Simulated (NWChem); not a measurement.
System: AlH2F; SMILES [F][AlH2]

Output (shortened):

```
             Northwest Computational Chemistry Package (NWChem) 7.3.0
             --------------------------------------------------------

 C2V symmetry detected

                             Geometry "geometry" -> ""
                             -------------------------

 Output coordinates in angstroms (scale by  1.889725989 to convert to a.u.)

  No.       Tag          Charge          X              Y              Z
 ---- ---------------- ---------- -------------- -------------- --------------
    1 Al                  13.0000     0.00000000     0.00000000    -0.56144158
    2 H                    1.0000     0.00000000     1.40576900    -1.28686158
    3 H                    1.0000     0.00000000    -1.40576900    -1.28686158
    4 F                    9.0000     0.00000000     0.00000000     1.09694042

 Effective nuclear repulsion energy (a.u.)      49.6614200988

      Symmetry information
      --------------------

 Group name             C2v
 Group number             16
 Group order               4
 No. of unique centers     3

                                 NWChem DFT Module
                                 -----------------

 Summary of "ao basis" -> "ao basis" (spherical)
 ------------------------------------------------------------------------------
       Tag                 Description            Shells   Functions and Types
 ---------------- ------------------------------  ------  ---------------------
 Al                        def2-svpd                10       24   5s3p2d
 H                         def2-svpd                 4        8   2s2p
 F                         def2-svpd                 9       23   4s3p2d

      Symmetry analysis of basis
      --------------------------

        a1         29
        a2          6
        b1         12
        b2         16

            General Information
            -------------------
          SCF calculation type: DFT
          Wavefunction type:  closed shell.
          No. of atoms     :     4
          No. of electrons :    24
           Alpha electrons :    12
            Beta electrons :    12
          Charge           :     0
          Spin multiplicity:     1
          Use of symmetry is: off; symmetry adaption is: on
          Maximum number of iterations: 150
          AO basis - number of functions:    63
                     number of shells:    27
          Convergence on energy requested:  1.00D-06
          Convergence on density requested:  1.00D-05
          Convergence on gradient requested:  5.00D-04

              XC Information
              --------------
                         B3LYP Method XC Potential
                     Hartree-Fock (Exact) Exchange  0.200
                        Slater Exchange Functional  0.800 local
                    Becke 1988 Exchange Functional  0.720 non-local
              Lee-Yang-Parr Correlation Functional  0.810
                  VWN I RPA Correlation Functional  0.190 local

             Grid Information
             ----------------
          Grid used for XC integration:  medium
          Radial quadrature: Mura-Knowles
          Angular quadrature: Lebedev.
          Tag              B.-S. Rad. Rad. Pts. Rad. Cut. Ang. Pts.
          ---              ---------- --------- --------- ---------
          Al                  1.25       88           9.0       590
          H                   0.35       45          10.0       434
          F                   0.50       49          10.0       434
          Grid pruning is: on
          Number of quadrature shells:   227
          Spatial weights used:  Erf1

      Superposition of Atomic Density Guess
      -------------------------------------

 Sum of atomic energies:        -342.08745579

      Non-variational initial energy
      ------------------------------

 Total energy =    -342.123844
 1-e energy   =    -574.969077
 2-e energy   =     183.183813
 HOMO         =      -0.360913
 LUMO         =      -0.000005

      Symmetry analysis of molecular orbitals - initial
      -------------------------------------------------

  Numbering of irreducible representations:

     1 a1          2 a2          3 b1          4 b2

  Orbital symmetries:

     1 a1          2 a1          3 a1          4 a1          5 b2
     6 b1          7 a1          8 a1          9 b2         10 b1
    11 a1         12 b2         13 b1         14 a1         15 a1
    16 a1         17 b2         18 a2         19 a1         20 b1
    21 b2         22 a1

   convergence    iter        energy       DeltaE   RMS-Dens  Diis-err
 ---------------- ----- ----------------- --------- --------- ---------
 d= 0,ls=0.0,diis     1   -343.3494520139 -3.93D+02  1.86D-02  4.77D-01
 d= 0,ls=0.0,diis     2   -343.2437954637  1.06D-01  9.32D-03  1.90D+00
 d= 0,ls=0.0,diis     3   -343.4060868974 -1.62D-01  8.34D-04  1.48D-03
 d= 0,ls=0.0,diis     4   -343.4062816449 -1.95D-04  1.84D-04  1.29D-04
 d= 0,ls=0.0,diis     5   -343.4062995188 -1.79D-05  5.89D-05  1.03D-06
 d= 0,ls=0.0,diis     6   -343.4062996735 -1.55D-07  1.13D-05  2.27D-08
 d= 0,ls=0.0,diis     7   -343.4062996787 -5.16D-09  9.44D-07  8.09D-10

         Total DFT energy =     -343.406299678670
      One electron energy =     -576.456489039930
           Coulomb energy =      213.281174977523
    Exchange-Corr. energy =      -29.892405715023
 Nuclear repulsion energy =       49.661420098759

 Numeric. integr. density =       24.000004993366

                  Occupations of the irreducible representations
                  ----------------------------------------------

                     irrep           alpha         beta
                     --------     --------     --------
                     a1                7.0          7.0
                     a2                0.0          0.0
                     b1                2.0          2.0
                     b2                3.0          3.0

                       DFT Final Molecular Orbital Analysis
                       ------------------------------------

 Vector   10  Occ=2.000000D+00  E=-4.176076D-01  Symmetry=b1
              MO Center=  2.7D-10,  1.6D-19,  1.0D+00, r^2= 6.1D-01
   Bfn.  Coefficient  Atom+Function         Bfn.  Coefficient  Atom+Function
  ----- ------------  ---------------      ----- ------------  ---------------
    45      0.639279  4 F  px                48     -0.423607  4 F  px
    51     -0.117519  4 F  px                 9     -0.079503  1 Al px
     6      0.053028  1 Al px                18      0.043501  1 Al d  1
    62     -0.031927  4 F  d  1

 Vector   11  Occ=2.000000D+00  E=-3.875558D-01  Symmetry=a1
              MO Center= -3.1D-12,  1.9D-17, -7.7D-01, r^2= 2.7D+00
   Bfn.  Coefficient  Atom+Function         Bfn.  Coefficient  Atom+Function
  ----- ------------  ---------------      ----- ------------  ---------------
     3      0.373985  1 Al s                 47     -0.304998  4 F  pz
    25      0.251709  2 H  s                 33      0.251709  3 H  s
     2      0.212386  1 Al s                 11     -0.200970  1 Al pz
    50      0.174099  4 F  pz                 8      0.123674  1 Al pz
    26      0.107508  2 H  s                 34      0.107508  3 H  s

 Vector   12  Occ=2.000000D+00  E=-3.172768D-01  Symmetry=b2
              MO Center=  4.0D-11,  1.1D-09, -1.0D+00, r^2= 2.8D+00
   Bfn.  Coefficient  Atom+Function         Bfn.  Coefficient  Atom+Function
  ----- ------------  ---------------      ----- ------------  ---------------
    25      0.327669  2 H  s                 33     -0.327669  3 H  s
    10      0.241751  1 Al py                26      0.203790  2 H  s
    34     -0.203790  3 H  s                 13      0.178100  1 Al py
    46      0.177334  4 F  py                 7     -0.147383  1 Al py
    49     -0.120590  4 F  py                16     -0.080243  1 Al d -1

[...]

                                NWChem TDDFT Module
                                -------------------

            General Information
            -------------------
           No. of orbitals :     126
            Alpha orbitals :      63
             Beta orbitals :      63
        Alpha frozen cores :       0
         Beta frozen cores :       0
     Alpha frozen virtuals :       0
      Beta frozen virtuals :       0
         Spin multiplicity :       1
    Number of AO functions :      63
        Use of symmetry is : off
      Symmetry adaption is : on
         Schwarz screening :  0.10D-07

              XC Information
              --------------
                  B3LYP Method XC Potential
              Hartree-Fock (Exact) Exchange   0.20
                 Slater Exchange Functional   0.80 local
             Becke 1988 Exchange Functional   0.72 non-local
       Lee-Yang-Parr Correlation Functional   0.81
           VWN I RPA Correlation Functional   0.19 local

             TDDFT Information
             -----------------
          Calculation type : Tamm-Dancoff TDDFT
         Wavefunction type : Restricted singlets
          No. of electrons :      24
           Alpha electrons :      12
            Beta electrons :      12
              No. of roots :       6
          Max subspacesize :    5200
            Max iterations :     100
               Target root :       1
           Target symmetry : none
      Symmetry restriction : off
                 Algorithm : Optimal
        Davidson threshold :  0.10D-03

    6 smallest eigenvalue differences (eV)
--------------------------------------------------------
  No. Spin  Occ  Vir  Irrep   E(Occ)    E(Vir)   E(Diff)
--------------------------------------------------------
    1    1   12   13 a2       -0.317    -0.062     6.959
    2    1   12   14 b2       -0.317    -0.011     8.341
    3    1   11   13 b1       -0.388    -0.062     8.871
    4    1   12   15 b2       -0.317     0.018     9.115
    5    1   12   16 b2       -0.317     0.020     9.191
    6    1   10   13 a1       -0.418    -0.062     9.689
--------------------------------------------------------

  Entering Davidson iterations
  Restricted singlet excited states

  Iter   NTrls   NConv    DeltaV     DeltaE      Time
  ----  ------  ------  ---------  ---------  ---------
    1      6       0     0.17E+00   0.10+100        2.8
    2     12       0     0.22E-01   0.21E-01        2.6
    3     18       0     0.57E-02   0.76E-03        2.2
    4     24       2     0.60E-01   0.66E-02        2.3
    5     28       4     0.68E-02   0.79E-02        1.9
    6     30       4     0.13E-02   0.13E-03        1.7
    7     32       5     0.13E-03   0.15E-05        1.6
    8     33       6     0.45E-04   0.11E-07        1.4
  ----  ------  ------  ---------  ---------  ---------
  Convergence criterion met

  Ground state a1       -343.406299678670 a.u.

  ----------------------------------------------------------------------------
  Root   1 singlet a2             0.211182446 a.u.                5.7466 eV
  ----------------------------------------------------------------------------
     Transition Moments    X  0.00000   Y -0.00000   Z -0.00000
     Dipole Oscillator Strength                    0.0000000000
     Electric Quadrupole                           0.0000002216
     Magnetic Dipole                               0.0000029924
     Total Oscillator Strength                     0.0000032140

     Occ.   12  b2  ---  Virt.   13  b1      -0.99940
  ----------------------------------------------------------------------------
  Root   2 singlet b2             0.272984198 a.u.                7.4283 eV
  ----------------------------------------------------------------------------
     Transition Moments    X  0.00000   Y  0.08551   Z -0.00000
     Dipole Oscillator Strength                    0.0013306259
     Electric Quadrupole                           0.0000003939
     Magnetic Dipole                               0.0000043336
     Total Oscillator Strength                     0.0013353533

     Occ.   12  b2  ---  Virt.   14  a1       0.92296
     Occ.   12  b2  ---  Virt.   15  a1      -0.18938
     Occ.   12  b2  ---  Virt.   16  a1       0.32436
  ----------------------------------------------------------------------------
  Root   3 singlet b1             0.295201493 a.u.                8.0328 eV
  ----------------------------------------------------------------------------
     Transition Moments    X  0.81487   Y -0.00000   Z -0.00000
     Dipole Oscillator Strength                    0.1306773182
     Electric Quadrupole                           0.0000006136
     Magnetic Dipole                               0.0000025792
     Total Oscillator Strength                     0.1306805110

     Occ.    8  a1  ---  Virt.   13  b1       0.15211
     Occ.   10  b1  ---  Virt.   14  a1      -0.08725
     Occ.   11  a1  ---  Virt.   13  b1      -0.96865
     Occ.   12  b2  ---  Virt.   17  a2       0.15126
     Occ.   12  b2  ---  Virt.   28  a2      -0.05706
  ----------------------------------------------------------------------------
  Root   4 singlet b2             0.304359213 a.u.                8.2820 eV
  ----------------------------------------------------------------------------
     Transition Moments    X -0.00000   Y -0.87419   Z  0.00000
     Dipole Oscillator Strength                    0.1550634105
     Electric Quadrupole                           0.0000013015
     Magnetic Dipole                               0.0000001513
     Total Oscillator Strength                     0.1550648632

     Occ.   12  b2  ---  Virt.   14  a1       0.05140
     Occ.   12  b2  ---  Virt.   15  a1      -0.79314
     Occ.   12  b2  ---  Virt.   16  a1      -0.60534
  ----------------------------------------------------------------------------
  Root   5 singlet a2             0.308869230 a.u.                8.4048 eV
  ----------------------------------------------------------------------------
     Transition Moments    X -0.00000   Y -0.00000   Z -0.00000
     Dipole Oscillator Strength                    0.0000000000
     Electric Quadrupole                           0.0000000738
     Magnetic Dipole                               0.0000000768
     Total Oscillator Strength                     0.0000001506

     Occ.    9  b2  ---  Virt.   13  b1      -0.99755
     Occ.    9  b2  ---  Virt.   19  b1       0.05411
  ----------------------------------------------------------------------------
  Root   6 singlet a1             0.323466207 a.u.                8.8020 eV
  ----------------------------------------------------------------------------
     Transition Moments    X  0.00000   Y  0.00000   Z  0.06493
     Dipole Oscillator Strength                    0.0009091354
     Electric Quadrupole                           0.0000003567
     Magnetic Dipole                               0.0000000000
     Total Oscillator Strength                     0.0009094921

     Occ.    8  a1  ---  Virt.   14  a1      -0.08711
     Occ.    9  b2  ---  Virt.   18  b2       0.09423
     Occ.   10  b1  ---  Virt.   13  b1      -0.94822
     Occ.   11  a1  ---  Virt.   14  a1       0.25284
     Occ.   11  a1  ---  Virt.   16  a1       0.05695
     Occ.   12  b2  ---  Virt.   18  b2       0.06235

              Target root =      1
          Target symmetry = none
      Ground state energy =   -343.406299678670
        Excitation energy =      0.211182445774
     Excited state energy =   -343.195117232897

  stored tddft:energy   -343.19511723289668
```

Level: B3LYP/def2-SVPD, TDA. Coordinates come from a B3LYP/6-31G* (spherical d) optimisation.

Q: Write an input that gives this output.

A: Several could match; the one computed here: the input that was run:
```
start job
memory heap 200 mb stack 900 mb global 1100 mb
geometry units angstroms noautoz
  Al     0.000000     0.000000    -0.567102
  H      0.000000     1.405769    -1.292522
  H      0.000000    -1.405769    -1.292522
  F      0.000000     0.000000     1.091280
end
basis spherical
  * library def2-svpd
end
dft
  xc b3lyp
  iterations 150
end
tddft
  cis
  nroots 6
  notriplet
end
task tddft energy
```
